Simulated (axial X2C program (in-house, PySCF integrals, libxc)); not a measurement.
What spin–orbit coupling does to NbAs

Computed with an in-house all-electron X2C program for linear molecules (integrals from PySCF). Spin-free means the one-electron spin-free X2C Hamiltonian; two-component (2c) means X2C with spin–orbit coupling and atomic mean-field two-electron Coulomb and Gaunt terms, so the difference of the two also holds small scalar two-electron terms. Basis: Nb dyall-cv3z [11s12p9d5f3g], As dyall-cv3z [9s9p6d4f1g] (cores contracted in-house); Gaussian nuclei, density fitting, unrestricted open shells. Masses: Nb 92.906 u, As 74.922 u.

Spin-free state: M_S = 1, Λ = 2 (beyond evenly filled blocks: σα, δ+α); fragments Nb + As.

```tsv
level	Re (Å)	ωe (cm⁻¹)	De (eV)	μ (D)
PBE0	2.258	326.5	2.939	-4.19
```

Dipoles are positive if As is the positive end.

Two-component determinant lowest at the distance of the search:

Ω = 1 (⟨Sz⟩ = -1.00, ⟨Lz⟩ = 2.00 at PBE0); fragments Nb + As.

| level | Re (Å) | ωe (cm⁻¹) | μ (D) |
| --- | --- | --- | --- |
| PBE0 | 2.259 | 326.0 | -4.19 |

Task: From the two tables, how do the constants change at the PBE0 level (2c against spin-free)?

Result: At the PBE0 level Re increases by 0.001 Å and ωe goes down by 0.5 cm⁻¹.

The state is a single determinant with fixed occupations, the lowest that a limited PBE0 search found. Dissociation energies refer to the lowest single-determinant-based atoms at the same level and basis. De is not given where an atomic determinant may have missed its ground term or J level, or where the truncated virtual space spoils (T). Density functionals use the spin component along the axis (collinear). Other states lie close and PBE0, whose exact exchange favours high spin, may order them wrongly; the determinant shown need not be the ground state. The nearest other spin-free determinant of the search, M_S = 1, Λ = 0, lies 0.31 eV up at the distance of the search. Without a current term, density functionals place determinants with orbital angular momentum somewhat too high. With several unpaired electrons one determinant need not be a pure state. The determinant is spin-polarised beyond a pure state at some levels (its spin-free form has ⟨S²⟩ too high), which makes Re and μ there less reliable.
